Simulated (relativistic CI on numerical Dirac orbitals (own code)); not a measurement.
**Energy levels of Hg⁶³⁺**

Computed by Dirac-Coulomb-Breit CI, KLI orbitals optimised for each configuration, a model potential for QED, unscaled Slater integrals (own radial code, finite nucleus).

CI space (outside the closed core [Ne]): 3s2 3p5, 3s2 3p4 3d, 3s 3p6, 3s 3p5 3d, 3s 3p4 3d2, 3p6 3d, 3s2 3p3 3d 4p, 3s2 3p4 4s, 3s 3p4 3d 4s, 3p6 4s, 3p6 4p, 3s2 3p4 4p, 3s2 3p4 4d, 3s 3p5 4s, 3s2 3p4 4f, 3p5 3d 4p, 3s 3p5 4p, 3s 3p5 4d, 3s 3p5 4f, 3s2 3p4 5s, 3s2 3p4 5p, 3s2 3p3 4s 4p, 3s2 3p4 5d, 3s2 3p4 5f, 3s2 3p4 5g, 3s 3p4 4s2, 3s 3p5 5s, 3s 3p5 5p, 3s2 3p3 3d2, 3s2 3p2 3d3, 3s 3p3 3d3, 3s2 3p2 3d2 4s, 3s2 3p2 3d2 4p, 3s2 3p2 3d2 4d, 3p5 3d2, 3p4 3d3, 3p4 3d2 4s, 3p4 3d2 4p, 3p4 3d2 4d, 3s2 3p3 3d 4s, 3s 3p3 3d2 4s, 3s2 3p2 3d 4s2, 3s2 3p2 3d 4s 4p, 3s2 3p2 3d 4s 4d, 3p5 3d 4s, 3p4 3d 4s2, 3p4 3d 4s 4p, 3p4 3d 4s 4d, 3s2 3p3 4s2, 3s 3p3 3d 4s2, 3s2 3p2 4s2 4p, 3s2 3p2 4s2 4d, 3s2 3p3 4p2, 3s2 3p2 3d 4p2, 3s 3p3 3d 4p2, 3s2 3p2 4s 4p2, 3s2 3p2 4p3, 3s2 3p2 4p2 4d. Double excitations out of closed p, d and f shells are left out; levels of such configurations are missing from the list, as are those of other unlisted configurations, and high levels can miss mixing partners. These lack a partner that the ground configuration has and come out too high: 3s2 3p4 4f, 3s 3p5 4p, 3s 3p5 4d, 3s 3p5 4f, 3s2 3p4 5s.

The lowest level is 3s2 3p5 2P°_3/2, with 99 % of that term; Hund's rules for 3s2 3p5 give 2P° with J = 3/2, in agreement.

| No. | Configuration | Term | J | E (10³ cm⁻¹) | % | Next component (%) | Landé g |
| --- | --- | --- | --- | --- | --- | --- | --- |
| 1 | 3s2 3p5 | 2P° | 3/2 | 0.0 | 99 | 1 3s2 3p3 3d2 2P° | 1.318 |
| 2 | 3p4(3P) 3d | 4D | 3/2 | 2106.6 | 35 | 34 2D | 1.164 |
| 3 | 3p4(3P) 3d | 4D | 5/2 | 2165.5 | 36 | 25 2F | 1.161 |
| 4 | 3p4(3P) 3d | 4P | 1/2 | 2172.6 | 51 | 26 2P | 1.742 |
| 5 | 3p4(3P) 3d | 2F | 7/2 | 2191.4 | 36 | 29 2G | 1.097 |
| 6 | 3p4(1S) 3d | 2D | 3/2 | 2369.4 | 63 | 19 4F | 0.833 |
| 7 | 3p4(1D) 3d | 2F | 7/2 | 3037.8 | 48 | 42 4D | 1.243 |
| 8 | 3p4(3P) 3d | 4F | 9/2 | 3055.4 | 68 | 32 2G | 1.247 |
| 9 | 3p4(3P) 3d | 2P | 1/2 | 3126.1 | 60 | 22 2S | 1.138 |
| 10 | 3p4(1S) 3d | 2D | 5/2 | 3318.4 | 55 | 21 4P | 1.202 |
| 11 | 3p4(3P) 3d | 2P | 3/2 | 3378.4 | 41 | 33 2D | 1.194 |
| 12 | 3p4(3P) 3d | 2D | 5/2 | 3414.5 | 58 | 17 4D | 1.181 |
| 13 | 3s2 3p5 | 2P° | 1/2 | 4096.2 | 99 | 1 3s2 3p3 3d2 2P° | 0.643 |
| 14 | 3p3(2P°) 3d2(3F) | 4F° | 3/2 | 4345.7 | 28 | 24 2D° | 0.880 |
| 15 | 3p3(2P°) 3d2(3F) | 4F° | 5/2 | 4404.0 | 24 | 23 2F° | 0.975 |
| 16 | 3p3(2P°) 3d2(3F) | 4D° | 1/2 | 4408.8 | 47 | 26 2P° | 0.194 |
| 17 | 3p3(2P°) 3d2(3F) | 2G° | 7/2 | 4418.5 | 25 | 21 2F° | 1.032 |
| 18 | 3p3(2P°) 3d2(1S) | 2P° | 3/2 | 4636.9 | 21 | 18 2D° | 1.372 |
| 19 | 3p3(2P°) 3d2(3F) | 4G° | 9/2 | 5253.8 | 33 | 18 6F° | 1.172 |
| 20 | 3s2 3p3 3d2 | 2F° | 7/2 | 5294.6 | 22 | 21 4F° | 1.197 |
| 21 | 3p3(2P°) 3d2(3F) | 4D° | 3/2 | 5385.2 | 34 | 17 2D° | 1.110 |
| 22 | 3p3(2D°) 3d2(3P) | 4P° | 1/2 | 5388.2 | 44 | 22 2S° | 1.675 |
| 23 | 3p3(2P°) 3d2(3F) | 2F° | 5/2 | 5394.0 | 26 | 19 4D° | 1.070 |
| 24 | 3p3(2P°) 3d2(3P) | 4D° | 5/2 | 5400.5 | 26 | 23 4P° | 1.430 |
| 25 | 3p3(2P°) 3d2(1G) | 2H° | 11/2 | 5411.9 | 38 | 34 4G° | 1.145 |
| 26 | 3s2 3p3 3d2 | 2F° | 7/2 | 5451.0 | 29 | 25 2G° | 1.116 |
| 27 | 3p3(2P°) 3d2(3F) | 2G° | 7/2 | 5560.4 | 22 | 20 2F° | 1.114 |
| 28 | 3p3(2P°) 3d2(3P) | 2D° | 5/2 | 5567.8 | 27 | 20 4F° | 1.181 |
| 29 | 3p3(2P°) 3d2(3P) | 2P° | 3/2 | 5597.1 | 24 | 16 2D° | 1.239 |
| 30 | 3p3(2P°) 3d2(1G) | 2G° | 9/2 | 5629.6 | 38 | 26 2H° | 1.070 |
| 31 | 3p3(2D°) 3d2(3P) | 4F° | 3/2 | 5675.3 | 25 | 24 2D° | 1.094 |
| 32 | 3p3(2P°) 3d2(1G) | 2F° | 5/2 | 5737.8 | 44 | 22 2D° | 0.940 |
| 33 | 3p3(2P°) 3d2(3P) | 2P° | 1/2 | 5758.3 | 46 | 36 4D° | 0.675 |
| 34 | 3s 3p6 | 2S | 1/2 | 5859.7 | 72 | 11 3s2 3p4 3d 2S | 1.913 |
| 35 | 3p4(3P) 3d | 4D | 1/2 | 6101.0 | 78 | 13 2P | 0.262 |
| 36 | 3p4(3P) 3d | 4F | 3/2 | 6194.8 | 34 | 31 4D | 0.916 |
| 37 | 3p4(3P) 3d | 4F | 5/2 | 6262.0 | 50 | 35 2F | 0.977 |
| 38 | 3p4(1D) 3d | 2G | 7/2 | 6272.7 | 59 | 25 2F | 0.992 |
| 39 | 3p3(2P°) 3d2(3F) | 4G° | 11/2 | 6300.4 | 40 | 26 2H° | 1.201 |
| 40 | 3p3(2P°) 3d2(1D) | 2D° | 5/2 | 6358.0 | 28 | 22 2F° | 1.212 |
| 41 | 3p3(2P°) 3d2(3P) | 4D° | 7/2 | 6394.4 | 30 | 30 2F° | 1.229 |
| 42 | 3p3(2P°) 3d2(3F) | 4F° | 9/2 | 6419.5 | 40 | 25 2G° | 1.209 |
| 43 | 3p3(2P°) 3d2(1D) | 2P° | 1/2 | 6533.1 | 47 | 23 4D° | 0.920 |
| 44 | 3p4(3P) 3d | 2D | 5/2 | 6556.1 | 45 | 31 2F | 1.112 |
| 45 | 3p4(1D) 3d | 2P | 3/2 | 6583.4 | 40 | 28 2D | 1.204 |

Energies count from the lowest computed level; ° marks odd parity. Percentages are summed over parent terms; the parents shown are those of the largest component, closed shells are left out there.

The mean weight of the leading LS term, summed over parents, in these 45 levels is 43 %, and that of the leading jj configuration (from the same eigenvectors) 97 %, so jj coupling describes them better and the LS labels are nominal.

At this charge energies of transitions that change n are usually good to better than 1 %, and those within a shell (Δn = 0) to a few per cent.

LS names give the leading component of a level, which can be under half, so a name can repeat, a term be missing and a line seem to break the LS rules.
